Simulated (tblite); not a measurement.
Species: C6H10ClNSi.
SMILES with atom numbers: `[CH2:1]=[CH:2]/[CH:3]=[N:4]\[Si@H:5]([Cl:6])[CH2:7][CH:8]=[CH2:9]` (hydrogens: H10, H11 on C1; H12 on C2; H13 on C3; H14 on Si5; H15, H16 on C7; H17 on C8; H18, H19 on C9)

Structure optimised with GFN2-xTB, isolated species.

(1) Give the optimised bond lengths and angles.

Results:

(1) 
```csv
bond,length (pm),order
C1=C2,133.0,double
C2–C3,145.0,single
C3=N4,125.9,double
N4–Si5,170.8,single
Si5–Cl6,202.1,single
Si5–C7,191.1,single
C7–C8,148.5,single
C8=C9,132.1,double
C1–H10,107.7,single
C1–H11,107.8,single
C2–H12,108.1,single
C3–H13,109.2,single
Si5–H14,146.5,single
C7–H15,109.0,single
C7–H16,109.1,single
C8–H17,108.3,single
C9–H18,107.8,single
C9–H19,107.7,single
```

Orders are formal, as drawn. A selection of angles:
```csv
angle,degrees
C1–C2–C3,122.4
C2–C3–N4,127.0
C3–N4–Si5,138.3
N4–Si5–Cl6,103.6
N4–Si5–C7,104.4
Cl6–Si5–C7,110.4
Si5–C7–C8,111.2
C7–C8–C9,124.7
```

Dihedral angles: C1–C2–C3–N4 -179° (antiperiplanar); C2–C3–N4–Si5 5° (synperiplanar); C3–N4–Si5–Cl6 -138° (anticlinal); N4–Si5–C7–C8 -70° (synclinal); Si5–C7–C8–C9 -110° (anticlinal).

Of the pairs four or more bonds apart, Si5···H12 is among the closest relative to their van der Waals radii: 3.08 Å, 93 % of the sum of Bondi's values. The 4 C–C bonds span 1.321 Å (C8=C9, drawn double) to 1.485 Å (C7–C8, drawn single), a spread of 0.164 Å. N4 (C=N nitrogen) is bent (angle 138.3°). Si5 (chlorine-bound silicon) is distorted tetrahedral (angles from 103.6° to 121.4°).

Point group: C1 (no symmetry element, even within 0.4 Å). Its GFN2-xTB frequencies are all real (lowest 17 cm⁻¹). The numbers are those of one conformer. 3 starts were optimised and ended at 0.00, 0.33 and 0.86 kcal/mol (GFN2-xTB); the lowest of these is shown.

The run took 3.3 s wall on Arm Neoverse N1, one thread, no GPU, shared host. That covers the optimisation of the geometry.

These are computed values.
